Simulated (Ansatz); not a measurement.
Two isomers of FH5NSi2: A = `N[Si](F)[SiH3]`•, B = `F[SiH2]N[SiH2]`•.

Isolated molecules relaxed with PBE0-D4/def2-TZVP in Ansatz; ΔE leaves out vibrations. CBS: MP2 limit from def2 TZ/QZ plus the TZ coupled-cluster correction, frozen cores. Functionals use def2-TZVPP. B3LYP here is the variant with VWN-RPA as its local correlation; programs differ in this. No spin–orbit coupling; open shells (•) take unrestricted orbitals. One conformer a species, not always the lowest.

Q: Which is lower in electronic energy at CCSD(T)/CBS, and by how much? (Estimate.)

A: Ansatz gave: B, by 15.9 kcal/mol.

Q: Give E(B) − E(A) in kcal/mol with PBE0-D4, B3LYP-D4, ωB97M-V, MP2/def2-TZVPP, B3LYP, CCSD/def2-TZVPP, PBE-D4. (An estimate is asked.)

A: The calculation gave: PBE0-D4 -12.0, B3LYP-D4 -14.1, ωB97M-V -15.6, MP2/def2-TZVPP -18.9, B3LYP -13.7, CCSD/def2-TZVPP -17.1, PBE-D4 -9.7. None reverses the order clearly.

Largest T1 diagnostic: 0.016.

In def2-TZVPP, CCSD(T) changes the Hartree–Fock value by +3.5 kcal/mol (the triples alone add +0.5 kcal/mol) and MP2 by +1.2 kcal/mol. From PBE to PBE0 (25 % exact exchange), in def2-TZVPP and without D4, E(B) − E(A) moves by −2.4 kcal/mol.
